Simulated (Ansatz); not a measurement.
`[BH2][SnH2][AlH][CH3]` + `[SiH3]CN[SiH3]` → `[BH2][SnH2][SiH3]` + `[CH3][AlH][NH]C[SiH3]`  (redistribution)

Computed with Ansatz on PBE0-D4/def2-TZVP structures; ΔE is electronic, products minus reactants. CCSD(T)/CBS is the MP2 limit (def2-TZVPP, def2-QZVPP) plus CCSD(T) − MP2 in def2-TZVPP, frozen cores. Functionals use def2-TZVPP. B3LYP here is the variant with VWN-RPA as its local correlation; programs differ in this. HSE06 is defined as in plane-wave codes. def2 core potentials past Kr. For Sn outer-core shells are correlated without core-valence functions, which leaves a few kJ/mol of doubt a bond. Each species was taken in one conformer, which may not be the lowest.

```
             level  ΔE (kJ/mol)  difference from CCSD(T)/CBS
       LDA (SPW92)        -35.6                         -1.0
            PBE-D4        -37.3                         -2.7
         revPBE-D4        -36.3                         -1.7
           BLYP-D4        -39.5                         -4.9
         r2SCAN-D4        -38.0                         -3.4
            B97M-V        -42.5                         -7.9
           PBE0-D4        -34.9                         -0.3
        r2SCANh-D4        -36.9                         -2.3
        r2SCAN0-D4        -35.4                         -0.8
          HSE06-D4        -34.6                          0.0
          BHLYP-D4        -34.2                          0.4
      CAM-B3LYP-D4        -37.2                         -2.6
           ωB97X-V        -36.9                         -2.3
           ωB97M-V        -36.8                         -2.2
            B2PLYP        -36.3                         -1.7
          PBE-QIDH        -33.3                          1.3
            revPBE        -36.8                         -2.2
              BLYP        -38.7                         -4.1
            r2SCAN        -37.9                         -3.3
              PBE0        -34.4                          0.2
             B3LYP        -36.5                         -1.9
           r2SCANh        -36.8                         -2.2
           r2SCAN0        -35.2                         -0.6
             HSE06        -34.2                          0.4
             BHLYP        -33.2                          1.4
         CAM-B3LYP        -36.7                         -2.1
           LC-ωPBE        -36.3                         -1.7
RPA@PBE/def2-TZVPP        -36.5                         -1.9
       HF/def2-SVP        -35.9                         -1.3
      MP2/def2-SVP        -46.0                        -11.4
     CCSD/def2-SVP        -45.2                        -10.6
  CCSD(T)/def2-SVP        -46.2                        -11.6
    MP2/def2-TZVPP        -35.3                         -0.7
SCS-MP2/def2-TZVPP        -34.7                         -0.1
   CCSD/def2-TZVPP        -35.3                         -0.7
CCSD(T)/def2-TZVPP        -36.6                         -2.0
     HF/def2-QZVPP        -27.5                          7.1
    MP2/def2-QZVPP        -34.1                          0.5
SCS-MP2/def2-QZVPP        -33.6                          1.0
      HF/CBS(def2)        -27.5                          7.1
       CCSD(T)/CBS        -34.6                            0
```

Largest T1 diagnostic among the species: 0.014.

In def2-TZVPP, CCSD(T) changes the Hartree–Fock value by −9.0 kJ/mol (the triples alone add −1.3 kJ/mol) and MP2 by −7.7 kJ/mol. Leaving LDA and LC-ωPBE aside and taking each functional with its dispersion term where it has one, the values spread over 9.2 kJ/mol, from B97M-V to PBE-QIDH.

CCSD(T)/CBS has its own doubt, a few kJ/mol and more with outer-core shells, so smaller differences from it don't rank the levels.
